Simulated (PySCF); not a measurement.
# Electronic structure of Be⁺ (beryllium, charge +1) at the UHF level

Configuration: [He] 2s1, 2S determinant. Calculation: PySCF 2.14, in aug-cc-pCVTZ; the non-relativistic Hamiltonian (point nucleus).

| Quantity | Value |
| --- | --- |
| Total energy | -14.277301 hartree |
| One-electron energy | -17.6121 hartree |
| Hartree (Coulomb) energy | 5.8419 hartree |
| Exchange energy | -2.5072 hartree |
| Kinetic energy | 14.27775 hartree |
| ⟨S²⟩ | 0.7500 |
| ⟨L²⟩ | 0.000 |
| Sum of ⟨r⟩ | 3.110 bohr |
| Sum of ⟨r²⟩ | 6.556 bohr² |
| Density at the nucleus (Gaussians lack the cusp) | 34.1 bohr⁻³ |
| Spin density at the nucleus | 0.970 bohr⁻³ |
| Langevin diamagnetic susceptibility | -5.19 ×10⁻⁶ cm³/mol |

| shell | electrons | mean orbital energy (eV) | rms radius, mean of both spins (bohr) |
| --- | --- | --- | --- |
| 1s α | 1 | -140.38 | 0.482 |
| 1s β | 1 | -139.26 | 0.482 |
| 2s α | 1 | -18.129 | 2.47 |
